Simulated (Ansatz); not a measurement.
Z-matrix (Å, degrees):
```
In
F 1 1.9958
C 1 2.1525 2 107.51
H 3 1.0882 1 111.57 2 -152.33
H 3 1.0882 4 110.29 1 -120.09
H 3 1.0901 4 109.11 5 -119.66
C 1 2.1529 2 107.91 5 -168.89
H 7 1.0877 1 108.03 2 0.75
H 7 1.0894 8 109.90 1 -120.30
H 7 1.0895 8 109.86 9 -119.54
```
Charge +1, spin multiplicity 2.

These are frozen-core CCSD(T)/def2-TZVPP // B3LYP-D3(BJ)/def2-TZVP (Ansatz, an electronic-structure program) values and carry that method's errors. The geometry is that of the parent before the electron was removed.

```yaml
HF energy: -367.64986 Ha
MP2 correlation energy: -0.86221 Ha
```

Q: Estimate the CCSD correlation energy, the (T) correction, the total energy and the T1 diagnostic.

A: 
```yaml
CCSD correlation energy: -0.89067 Ha
"(T) correction": -0.03079 Ha
CCSD(T) total energy: -368.57133 Ha
T1 diagnostic: 0.025
```
